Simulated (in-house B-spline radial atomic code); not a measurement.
Successive ionisation energies of lutetium; each step leads to the configuration of the next row (after the last: [He] 2s2 2p6). NIST's values go from ground level to ground level; the uncertainty of those that are theory runs from under 0.1 % in few-electron ions to several per cent in heavy many-electron ones. Computed with a B-spline radial code for spherical atoms: non-relativistic Hartree-Fock, average of the configuration, point nuclei.

This level leaves out relativity, spin-orbit splitting included, which matters for heavy ions.

```
  ion  configuration  ionisation energy (eV)  tabulated value (eV)    tabulated kind  computed minus tabulated (eV)  highest orbital  largest mean radius (bohr)
Lu44+       [Ar] 3d9                  3731.8                  3706  tabulated theory                             26               3d                     0.22347
Lu45+       [Ar] 3d8                  3853.9                  3828  tabulated theory                             26               3d                     0.22229
Lu46+       [Ar] 3d7                  3977.5                  3960  tabulated theory                             18               3d                     0.22112
Lu47+       [Ar] 3d6                  4102.7                  4086  tabulated theory                             17               3d                     0.21996
Lu48+       [Ar] 3d5                       ?                     ?  tabulated theory                              ?                ?                           ?
Lu49+       [Ar] 3d4                       ?                     ?  tabulated theory                              ?                ?                           ?
Lu50+       [Ar] 3d3                  4487.0                  4532  tabulated theory                            -45               3d                     0.21653
Lu51+       [Ar] 3d2                  4618.1                  4673  tabulated theory                            -55               3d                      0.2154
Lu52+       [Ar] 3d1                  4750.7                  4803  tabulated theory                            -52               3d                     0.21428
Lu53+   [Ne] 3s2 3p6                  5101.5                  5168  tabulated theory                            -66               3p                     0.21317
Lu54+   [Ne] 3s2 3p5                  5216.1                  5282  tabulated theory                            -66               3p                     0.21235
Lu55+   [Ne] 3s2 3p4                       ?                     ?  tabulated theory                              ?                ?                           ?
Lu56+   [Ne] 3s2 3p3                  5447.8                  5525  tabulated theory                            -77               3p                     0.21072
Lu57+   [Ne] 3s2 3p2                  5565.0                  5937  tabulated theory                           -372               3p                     0.20992
Lu58+   [Ne] 3s2 3p1                  5683.0                  6070  tabulated theory                           -387               3p                     0.20912
Lu59+       [Ne] 3s2                  5906.0                  6326  tabulated theory                           -420               3s                     0.20833
Lu60+       [Ne] 3s1                  6023.2                  6452  tabulated theory                           -429               3s                     0.20745
```

(1) Fill in the row of Lu48+.

(2) Fill in the row of Lu49+.

(3) Fill in the row of Lu55+.

Answers

(1) ionisation energy (eV): 4229.3; tabulated value (eV): 4211; computed minus tabulated (eV): 18; highest orbital: 3d; largest mean radius (bohr): 0.21881.

(2) ionisation energy (eV): 4357.4; tabulated value (eV): 4403; computed minus tabulated (eV): -46; highest orbital: 3d; largest mean radius (bohr): 0.21766.

(3) ionisation energy (eV): 5331.6; tabulated value (eV): 5408; computed minus tabulated (eV): -76; highest orbital: 3p; largest mean radius (bohr): 0.21153.
